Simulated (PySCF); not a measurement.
## Telling isomers of C$_{8}$H$_{10}$N$_{2}$Si apart by NMR

[PySCF 2.14: structure optimised with GFN2-xTB; σ from GIAO-PBE0/pcSseg-1; isolated molecule; one computed conformer; non-relativistic; rapidly exchanging positions averaged]

Chemical shifts δ = σref − σ; ¹H and ¹³C vs TMS, all at this level. Where no couplings were computed, multiplicities follow the n + 1 count of equivalent neighbours, and m marks all less simple cases (inequivalent or close neighbours, rings, F or P nearby). Shifts are as computed. Against solution values, carbons near 30 ppm lie about +3 ppm off and those near 130 ppm about +5 ppm. Of 1309 compounds with measured shifts, 239 miss one by over three times the rms of a fit or turn the order of signals round; such compounds aren't used in these exercises.

(1) Tabulate the signals of `Cn1ncc2cc([SiH3])ccc21`, `C#Cc1c(CC)cnnc1[SiH3]` and their relative energies.

(2) What is the quickest way to tell Cn1ncc2cc([SiH3])ccc21 from C#Cc1c(CC)cnnc1[SiH3]?

Answers

(1) 
```json
{"SMILES": "Cn1ncc2cc([SiH3])ccc21", "carbon types": "3×C 4×CH 1×CH3", "δC": "144.7, 136.5, 135.3, 134.9, 131.3, 124.4, 112.0, 37.2", "δH": "8.27 (s, 1H), 7.97 (m, 1H), 7.81 (d, 1H), 7.62 (d, 1H), 4.69 (s, 3H), 4.27 (s, 3H)", "E rel. (kcal/mol)": "0.0"}
{"SMILES": "C#Cc1c(CC)cnnc1[SiH3]", "carbon types": "4×C 2×CH 1×CH2 1×CH3", "δC": "167.7, 154.6, 148.2, 129.4, 103.4, 84.0, 29.5, 18.8", "δH": "9.47 (s, 1H), 4.82 (s, 3H), 3.60 (s, 1H), 2.85 (q, 2H), 1.26 (t, 3H)", "E rel. (kcal/mol)": "66.8"}
```

Energies are electronic energies at PBE0/pcSseg-1 on these geometries, without zero-point or thermal terms, each for the one conformer computed, which needn't be the lowest.

(2) Both give the same number of carbon signals, but DEPT or the intensities differ. The first has an aromatic CH at 134.9 ppm, the second an sp3 CH2 on an aromatic ring at 29.5 ppm. Their most deshielded carbons lie at 144.7 and 167.7 ppm. In the proton spectra the most deshielded non-exchanging signals are 8.27 (s, 1H) and 9.47 (s, 1H).
